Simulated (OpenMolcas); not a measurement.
## 4s² 4p along the 31-electron sequence

* Program: OpenMolcas
* Method: MS-CASPT2, IPEA 0.25 Eh, imaginary shift 0.1 Eh
* Basis: ANO-R2
* Scalar Hamiltonian: X2C, finite nucleus
* Spin-orbit coupling: RASSI with atomic mean-field integrals over the reference wave functions, term energies averaged over their components

Active space for each ion: 3 electrons in 8 orbitals (4s 4p 5s 5p); closed shells correlated by CASPT2: 3d.

Computed levels in cm-1 above ²P°_1/2:

| Level | Ge+ | Se3+ | Br4+ | Kr5+ |
| --- | --- | --- | --- | --- |
| ²P°_3/2 | 1632 | 3810 | 5420 | 7360 |
| weight of ²P° in the lowest level (%) | 100 | 100 | 100 | 100 |

Measured, with the error of the calculation in %. Measured levels: Ge+ from NIST Handbook of Basic Atomic Spectroscopic Data; Se3+, Br4+ from Moore, Atomic Energy Levels, vol. II, NSRDS-NBS 35 (1971 reprint of NBS Circular 467, 1952); Kr5+ from Saloman, J. Phys. Chem. Ref. Data 36, 215 (2007).

| Level | Ge+ | Se3+ | Br4+ | Kr5+ |
| --- | --- | --- | --- | --- |
| ²P°_3/2 | 1767 (-7.7) | 4376 (-12.9) | 6090 (-10.9) | 8110 (-9.3) |

The fine-structure level ²P°_3/2 changes by a factor of 4.51 from Ge+ to Kr5+. Its fourth root runs 6.36, 7.86, 8.58, 9.26, with steps per unit of Z of 0.75, 0.72, 0.68; equal steps would mean a (Z - σ)^4 law with constant σ.

Over all roots computed the reference weight is 0.89 to 0.96 in Ge+, 0.88 to 0.97 in Se3+, 0.89 to 0.97 in Br4+, 0.89 to 0.98 in Kr5+; the roots of lowest weight are the least certain, and an intruder state may touch them. The run also gave levels led by 4s 4p 5s, 4s² 5p, which use shells meant for correlation; these and all levels above them are left out (holds for Ge+). Active for correlation alone: 5p 5s; no level in the range computed is led by a configuration that fills them, so any true level of that kind is missing (holds for Se3+; Br4+; Kr5+). Measured partners are found by configuration, term and J. A level has none where our copy of the source lacks it or the pairing is in doubt (some pairs that miss far off the trend of their configuration count as doubtful), and it then counts in no deviation. Only configurations of the active space appear.

° marks odd parity.
